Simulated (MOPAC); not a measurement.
MOPAC input (MNDO):

```
MNDO PRECISE GNORM=0.05 LET XYZ UHF MS=0.5 GEO-OK AUX(PRECISION=9) THREADS=1
H3Sn

Sn   -0.02231820 1    0.02218151 1   -0.01021587 1
H     0.26167273 1   -1.13672385 1   -1.25421430 1
H    -0.60513251 1   -0.78890477 1    1.39467242 1
H     1.45936983 1    0.81655287 1    0.37033548 1
```

Output:

```
 *******************************************************************************
 **                                                                           **
 **                              MOPAC v23.2.5                                **
 **                                                                           **
 *******************************************************************************
 ** MOPAC's Digital Object Identifier: https://doi.org/10.5281/zenodo.6511958 **
 **                                                                           **
 ** Please cite the open-source release paper for use of this MOPAC version:  **
 ** J. E. Moussa and J. J. P. Stewart (2026)                                  **
 ** MOPAC: An open-source semiempirical molecular orbital program             **
 ** J. Open Source Softw., 11(119), 8025, https://doi.org/10.21105/joss.08025 **
 *******************************************************************************

                              MNDO CALCULATION RESULTS

 *******************************************************************************
 *  MNDO       - The MNDO Hamiltonian to be used
 *  GEO-OK     - OVERRIDE INTERATOMIC DISTANCE AND OTHER SAFETY CHECKS
 *  UHF        - UNRESTRICTED HARTREE-FOCK CALCULATION
 *  MS=        - IN MECI, MAGNETIC COMPONENT OF SPIN =  0.5
 *  LET        - OVERRIDE SOME SAFETY CHECKS
 *  PRECISE    - TIGHTER CRITERIA TO BE USED
 *  XYZ        - CARTESIAN COORDINATE SYSTEM TO BE USED
 *  GNORM      - EXIT WHEN GRADIENT NORM DROPS BELOW 0.050
 *  AUX        - OUTPUT AUXILIARY INFORMATION
 *******************************************************************************
MNDO PRECISE GNORM=0.05 LET XYZ UHF MS=0.5 GEO-OK AUX(PRECISION=9) THREADS=1
 H3Sn

   ATOM   CHEMICAL          X               Y               Z
  NUMBER   SYMBOL      (ANGSTROMS)     (ANGSTROMS)     (ANGSTROMS)

     1      Sn         -0.02231820  *   0.02218151  *  -0.01021587  *
     2       H          0.26167273  *  -1.13672385  *  -1.25421430  *
     3       H         -0.60513251  *  -0.78890477  *   1.39467242  *
     4       H          1.45936983  *   0.81655287  *   0.37033548  *

          CARTESIAN COORDINATES

    NO.       ATOM           X           Y           Z

     1        Sn         -0.0223      0.0222     -0.0102
     2         H          0.2617     -1.1367     -1.2542
     3         H         -0.6051     -0.7889      1.3947
     4         H          1.4594      0.8166      0.3703

  H: (MNDO): M.J.S. DEWAR, W. THIEL, J. AM. CHEM. SOC., 99, 4899, (1977)
 Sn: (MNDO): M.J.S.DEWAR,G.L.GRADY,J.J.P.STEWART, J.AM.CHEM.SOC.,106 6771 (1984)

           Empirical Formula: H3 Sn  =     4 atoms

      MOLECULAR POINT GROUP   :   C3v

          UHF CALCULATION, NO. OF ALPHA ELECTRONS =    4
                           NO. OF BETA  ELECTRONS =    3

          Geometry optimization using EF

          DIAGONAL MATRIX USED AS START HESSIAN

 CYCLE:     1  GRAD.:    82.100 HEAT:  53.79101
 CYCLE:     2  GRAD.:    11.281 HEAT:  45.04306
 CYCLE:     3  GRAD.:     3.783 HEAT:  44.89256
 CYCLE:     4  GRAD.:     0.967 HEAT:  44.88060
 CYCLE:     5  GRAD.:     0.371 HEAT:  44.87884
 CYCLE:     6  GRAD.:     0.054 HEAT:  44.87841
 CYCLE:     7  GRAD.:     0.007 HEAT:  44.87840

     GRADIENT =  0.00680 IS LESS THAN CUTOFF =  0.05000

 -------------------------------------------------------------------------------
 MNDO PRECISE GNORM=0.05 LET XYZ UHF MS=0.5 GEO-OK AUX(PRECISION=9) THREADS=1
 H3Sn

     GEOMETRY OPTIMISED USING EIGENVECTOR FOLLOWING (EF).
     SCF FIELD WAS ACHIEVED

                              MNDO CALCULATION
                                                       MOPAC v23.2.5 Linux

          FINAL HEAT OF FORMATION =         44.87840 KCAL/MOL =     187.77123 KJ/MOL

          COSMO AREA              =         84.20 SQUARE ANGSTROMS
          COSMO VOLUME            =         71.28 CUBIC ANGSTROMS

          GRADIENT NORM           =          0.00680          =       0.00340 PER ATOM
          IONIZATION POTENTIAL    =          9.741496 EV
          ALPHA SOMO LUMO (EV)    =         -9.741  0.929
          BETA  SOMO LUMO (EV)    =        -12.200 -2.149
          NO. OF ALPHA ELECTRONS  =          4
          NO. OF BETA  ELECTRONS  =          3
          MOLECULAR WEIGHT        =        121.7137         POINT GROUP:  C3v

          MOLECULAR DIMENSIONS (Angstroms)

            Atom       Atom       Distance
            H     3    H     2     2.59384
            H     4    H     2     2.24633
            H     2   Sn     1     0.52796

          SCF CALCULATIONS        =          8

   ATOM   CHEMICAL          X               Y               Z
  NUMBER   SYMBOL      (ANGSTROMS)     (ANGSTROMS)     (ANGSTROMS)

     1      Sn         -0.01406288  *   0.01397675  *  -0.00643710  *
     2       H          0.24024980  *  -1.04836193  *  -1.15890031  *
     3       H         -0.56023872  *  -0.72715346  *   1.28732787  *
     4       H          1.34631460  *   0.75547533  *   0.34135994  *

                             CARTESIAN COORDINATES

   1   Sn       -0.014062881     0.013976752    -0.006437103
   2    H        0.240249799    -1.048361927    -1.158900310
   3    H       -0.560238716    -0.727153459     1.287327869
   4    H        1.346314604     0.755475329     0.341359941

           Empirical Formula: H3 Sn  =     4 atoms

      MOLECULAR POINT GROUP   :   C3v

          ALPHA EIGENVALUES
 -19.50364 -12.81374 -12.81374  -9.74150   0.92907   2.29733   2.29733

           BETA EIGENVALUES
 -18.63487 -12.20028 -12.20028  -2.14879   1.24400   3.17235   3.17235

              NET ATOMIC CHARGES AND DIPOLE CONTRIBUTIONS

  ATOM NO.   TYPE          CHARGE      No. of ELECS.   s-Pop       p-Pop
    1         Sn           0.405155        3.5948     1.62810     1.96674
    2          H          -0.135052        1.1351     1.13505
    3          H          -0.135052        1.1351     1.13505
    4          H          -0.135052        1.1351     1.13505
 DIPOLE           X         Y         Z       TOTAL
 POINT-CHG.    -0.693     0.689    -0.317     1.027
 HYBRID         0.670    -0.666     0.307     0.994
 SUM           -0.023     0.023    -0.010     0.034

          ATOMIC ORBITAL ELECTRON POPULATIONS

     Atom    s        px        py        pz
    1 Sn   1.62810   0.62511   0.62650   0.71514
    2  H   1.13505
    3  H   1.13505
    4  H   1.13505

                    (SZ)    =    0.500000
                    (S**2)  =    0.757665

          ATOMIC ORBITAL SPIN POPULATIONS

    Atom   Total    s     px     py     pz
         Atomic
    1 Sn  0.5317  0.172  0.182  0.179 -0.001
    2  H  0.1561  0.156
    3  H  0.1561  0.156
    4  H  0.1561  0.156

 **********************
 *                    *
 * JOB ENDED NORMALLY *
 *                    *
 **********************

 == MOPAC DONE ==
```
